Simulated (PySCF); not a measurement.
Ligand exchange on a metal centre used in film growth or etching (Ti NH2-H). Gas-phase values, no solvent. One relaxed conformer stands for each flexible species; it need not be the lowest.

All values below come from TPSSh-D3(BJ)/def2-TZVP // BP86-D3(BJ)/def2-SVP in PySCF. 

```json
[
 {"species": "0 of 4 NH2 replaced by H", "mean distance from the central atom to its bonded neighbours (Å)": "1.899", "coordination number": "4"},
 {"species": "1 of 4 NH2 replaced by H ([Ti(NH2)3(H)])", "mean distance from the central atom to its bonded neighbours (Å)": "1.843", "coordination number": "4"},
 {"species": "3 of 4 NH2 replaced by H ([Ti(NH2)(H)3])", "mean distance from the central atom to its bonded neighbours (Å)": "1.749", "coordination number": "4"},
 {"species": "4 of 4 NH2 replaced by H ([Ti(H)4])", "mean distance from the central atom to its bonded neighbours (Å)": "1.702", "coordination number": "4"}
]
```
